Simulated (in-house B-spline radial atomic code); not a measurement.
A fraction x of an electron is removed from 3d in Se²⁺, starting from [Ar] 3d10 4s2 4p2 and keeping the highest spin. Method: non-relativistic TPSS, spin-polarised, spherical fractional occupations, point nucleus. Calculated with a B-spline radial code for spherical atoms.

| x | E(x) - E(0) (eV) | 3d down level (eV) |
| --- | --- | --- |
| 0 | 0.0000 | -76.851 |
| 0.08 | 6.2267 | -78.820 |
| 0.24 | 19.1561 | -82.808 |
| 0.26 | 20.8173 | -83.311 |
| 0.44 | 36.2234 | -87.881 |
| 0.5 | ? | ? |
| 0.53 | 44.2366 | -90.195 |
| 0.67 | 57.1179 | -93.832 |
| 0.87 | ? | ? |
| 0.99 | 88.4950 | -102.314 |
| 1 | 89.5195 | -102.582 |

Task: What belongs in the row x = 0.5?

Result: An energy change of 41.5424 eV; 3d down at -89.421 eV.

Task: What belongs in the row x = 0.87?

Result: An energy change of 76.4102 eV; 3d down at -99.106 eV.

Task: Check Janak's theorem between x = 0.08 and 0.24.

Result: The slope of the energy is 80.81 eV; the orbital levels give 80.81 eV (-ε of the emptying orbital, averaged over the two points).
